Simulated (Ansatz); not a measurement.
M(NH)Cl3 with several metals: PBE0-D4/def2-SVP single points in Ansatz on relaxed structures, gas phase. Core potentials for Nb, Ta, no spin–orbit coupling. Binding counts from free atoms in the multiplicity of their measured ground term, without zero-point energy. Names give formal oxidation states. The structures are stationary points that may keep the symmetry of their start. Remarks come from the PBE and PBE0 runs and from stability tests at other levels; not every state was tested.

| species | atoms | state | geometry | HOMO (eV) | LUMO (eV) | gap (eV) | binding per atom (eV) | point group (within 0.1 Å) | remarks |
| --- | --- | --- | --- | --- | --- | --- | --- | --- | --- |
| Ta(NH)Cl3 (TaNCl3H) | 6 | singlet | PBE0-D4/def2-SVP | -8.65 | -2.27 | 6.38 | 4.10 | C3v | – |
| V(NH)Cl3 (VNCl3H) | 6 | singlet | PBE-D4/def2-SVP | -8.75 | -3.84 | 4.91 | 3.38 | C3v | restricted SCF unstable in HF |

**Question.** Estimate the rows for Nb(NH)Cl3 (NbNCl3H) (singlet, PBE0-D4/def2-SVP geometry).

**Answer.** 
```csv
species,atoms,state,geometry,HOMO (eV),LUMO (eV),gap (eV),binding per atom (eV),point group (within 0.1 Å)
Nb(NH)Cl3 (NbNCl3H),6,singlet,PBE0-D4/def2-SVP,-8.81,-2.75,6.07,3.93,C3v
```

The gap (eV) runs from 4.91 (V(NH)Cl3) to 6.38 (Ta(NH)Cl3).
